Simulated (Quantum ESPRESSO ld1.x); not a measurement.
The numbers below are computed, except where a source is named.
Species: Tl II. Configuration: [Xe] 4f13.5 5d10 6s2 6p0.5 (fractional occupations, a model configuration). Level of theory: Dirac Kohn-Sham, LDA (Slater exchange, Perdew-Zunger correlation), spin-unpolarised, spherical densities, point nucleus; open shells fill j = l - 1/2 first (ld1.x of Quantum ESPRESSO 7.5).

Radial electron density D(r) = 4 pi r^2 rho(r):

| r (bohr) | D(r) (e/bohr) |
|---|---|
| 0.002902 | 49.31 |
| 0.003378 | 58.31 |
| 0.003964 | 68.64 |
| 0.004615 | 78.95 |
| 0.005373 | 89.30 |
| 0.006305 | 99.57 |
| 0.00734 | 108.0 |
| 0.008545 | 114.3 |
| 0.01003 | 118.0 |
| 0.01167 | 118.3 |
| 0.01359 | 115.7 |
| 0.01595 | 111.0 |
| 0.01857 | 106.7 |
| 0.02161 | 104.7 |
| 0.02536 | 107.5 |
| 0.02953 | 115.9 |
| 0.03437 | 128.6 |
| 0.04034 | 142.4 |
| 0.04696 | 150.7 |
| 0.05467 | 150.2 |
| 0.06416 | 140.2 |
| 0.07469 | 127.4 |
| 0.08695 | 120.0 |
| 0.1012 | 123.5 |
| 0.1188 | 135.3 |
| 0.1383 | 142.5 |
| 0.161 | 134.6 |
| 0.1889 | 111.0 |
| 0.2199 | 88.15 |
| 0.256 | 79.58 |
| 0.3005 | 86.49 |
| 0.3498 | 93.92 |
| 0.4072 | 88.65 |
| 0.4779 | 69.16 |
| 0.5563 | 48.10 |
| 0.6476 | 33.75 |
| 0.76 | 26.99 |
| 0.8848 | 23.99 |
| 1.03 | 20.54 |
| 1.209 | 15.70 |
| 1.407 | 11.09 |
| 1.638 | 7.399 |
| 1.922 | 4.670 |
| 2.238 | 2.925 |
| 2.605 | 1.739 |
| 3.033 | 0.9500 |
| 3.559 | 0.4434 |
| 4.144 | 0.1856 |
| 4.824 | 0.06582 |
| 5.661 | 0.01811 |
| 6.59 | 0.004304 |
| 7.672 | 0.0008093 |
| 9.003 | 0.0001033 |

D(r) has 4 maxima, at r = 0.0109, 0.0505, 0.139, 0.358 bohr, and minima at 0.0216, 0.0898, 0.256 bohr, inside which lie 2.03, 11.07, 30.10 electrons.
